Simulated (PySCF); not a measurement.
A run for PySCF: R-B3LYP/LANL2DZ on ClHOPb (SMILES [OH][Pb][Cl]), a point of a torsion scan.

```python
from pyscf import gto, scf, dft, mp
from pyscf.data.elements import chemcore

mol = gto.M(
    atom='''
    O    -1.26107090    0.27508468   -0.18962618
    Pb    0.80684573    0.74339431   -0.39576451
    Cl    0.49422936    2.64168781   -1.95591983
    H    -1.62586076   -0.42403786    0.34497005
    ''',
    basis='lanl2dz',
    ecp={'Cl': 'lanl2dz', 'Pb': 'lanl2dz'},
    charge=0, spin=0, verbose=3, max_memory=1800)
mf = dft.RKS(mol, xc='b3lyp')
mf.conv_tol = 1e-8
mf.max_cycle = 100
mf.kernel()
if not mf.converged:
    mf = mf.newton().run(mf.mo_coeff, mf.mo_occ)
```

Program output:

```
converged SCF energy = -94.321417979538
```

The calculation finished and met its thresholds.

Cost: around 1.9 core-seconds (rough).
